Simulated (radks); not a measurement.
Values are calculated unless marked as measured or tabulated.
Q: All-electron atom: the praseodymium ion Pr4+ in [Kr] 4d10 4f1 5s2 5p5 5d1 (not the ground configuration). Level of theory: Dirac Kohn-Sham, PBE, spin-unpolarised, spherical densities, finite nucleus; open shells are shared between the two j in proportion to 2j + 1; Fermi nuclear charge, rms radius 4.8919 fm (a radial shooting solver on a logarithmic mesh with Libxc functionals). Some entries of the table are withheld. Estimate them.

| orbital | occ. | eigenvalue (eV) | <r> (bohr) | <r^2> (bohr^2) |
|---|---|---|---|---|
| 1s1/2 | 2 | -41827.55 | (1) | 0.0007896 |
| 2s1/2 | 2 | -6771.816 | 0.1026 | 0.01248 |
| 2p1/2 | 2 | (2) | 0.08606 | 0.009133 |
| 2p3/2 | 4 | (3) | 0.09237 | 0.01039 |
| 3s1/2 | 2 | -1505.334 | 0.2720 | 0.08468 |
| 3p1/2 | 2 | -1348.465 | 0.2617 | 0.07964 |
| 3p3/2 | 4 | -1252.976 | 0.2740 | 0.08707 |
| 3d3/2 | 4 | -979.1352 | 0.2453 | 0.07098 |
| 3d5/2 | 6 | -958.5709 | 0.2491 | 0.07308 |
| 4s1/2 | 2 | -342.3849 | 0.6195 | 0.4330 |
| 4p1/2 | 2 | -283.4660 | 0.6362 | 0.4602 |
| 4p3/2 | 4 | -262.5874 | 0.6632 | 0.4997 |
| 4d3/2 | 4 | -165.5636 | 0.7105 | 0.5844 |
| 4d5/2 | 6 | -161.8393 | 0.7199 | 0.5997 |
| 5s1/2 | 2 | (4) | 1.421 | 2.258 |
| 5p1/2 | 1.66667 | -65.3254 | (5) | 2.711 |
| 5p3/2 | 3.33333 | -61.7607 | (6) | 2.937 |
| 4f5/2 | 0.428571 | -51.0911 | 0.9189 | 1.048 |
| 4f7/2 | 0.571429 | -50.6331 | 0.9254 | 1.063 |
| 5d3/2 | 0.4 | -37.2132 | 2.045 | 4.738 |
| 5d5/2 | 0.6 | -36.7556 | 2.068 | 4.845 |

A: 
(1) 1s1/2 <r> (bohr): 0.02409
(2) 2p1/2 eigenvalue (eV): -6403.037
(3) 2p3/2 eigenvalue (eV): -5920.901
(4) 5s1/2 eigenvalue (eV): -82.6271
(5) 5p1/2 <r> (bohr): 1.554
(6) 5p3/2 <r> (bohr): 1.618
